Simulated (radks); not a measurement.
Problem. These are the eigenvalues of the occupied orbitals of an atom or ion with whole-number occupations (Ry). Calculated with a radial shooting solver on a logarithmic mesh with Libxc functionals: Dirac Kohn-Sham, PBEsol, spin-unpolarised, spherical densities, finite nucleus; Fermi nuclear charge, rms radius of each element as measured or else 0.836 A^(1/3) + 0.57 fm.

1s1/2: -1611.059
2s1/2: -232.0580
2p1/2: -214.5077
2p3/2: -204.8938
3s1/2: -41.29030
3p1/2: -34.48106
3p3/2: -32.84957
3d3/2: -20.78392
3d5/2: -20.46594
4s1/2: -6.14880
4p1/2: -4.12382
4p3/2: -3.87489
4d3/2: -0.93692
4d5/2: -0.91244

Which element is it, and in what charge state? The configuration may be excited. Open shells, if any, are shared by 2j + 1.

Solution. Z = 44, ruthenium, charge +1: Ru+ in [Kr] 4d7. The list shows which subshells hold electrons but not how many an open one holds; the 1s level, -805.53 hartree, gives Z - s = 40.1 by -(Z - s)^2/2, which with screening and relativity narrows Z to a few neighbours, and the depths of the outer levels then fix element, charge and occupations together.
